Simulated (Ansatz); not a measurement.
Molecule: trifluoro(iodo)germane, sum formula GeIF$_{3}$, net charge 0, singlet state. 
Geometry from a B3LYP-D3(BJ)/def2-TZVP (Ansatz, a quantum-chemistry and plane-wave program) optimisation:
```
Ge
F 1 1.7164
F 1 1.7164 2 106.37
F 1 1.7164 2 106.37 3 113.12
I 1 2.4642 2 112.41 4 123.44
```

Property: atomisation energy (electronic, to ground-state atoms), in kcal/mol. Correlated levels leave the core frozen unless marked. Open shells are spin-unrestricted. Spin-orbit coupling is left out. The frozen core is the preceding noble-gas configuration, with the filled d and f shells of earlier blocks. In def2 rows, elements after Kr have scalar-relativistic effective core potentials. STO-3G rows are all-electron and non-relativistic. The coupled-cluster limit lacks core correlation, which all-electron functionals hold. CBS marks a two-point X^-3 extrapolation of the correlation energy; Hartree-Fock from the larger set.

| level | program | atomisation energy (kcal/mol) |
|---|---|---|
| HF/def2-SVPD | Ansatz | 266.0 |
| HF/def2-QZVPP | Ansatz | 272.2 |

Question: Predict the CCSD(T)/CBS(def2-TZVPPD,def2-QZVPPD) result (Ansatz).

Answer: 411.7 kcal/mol
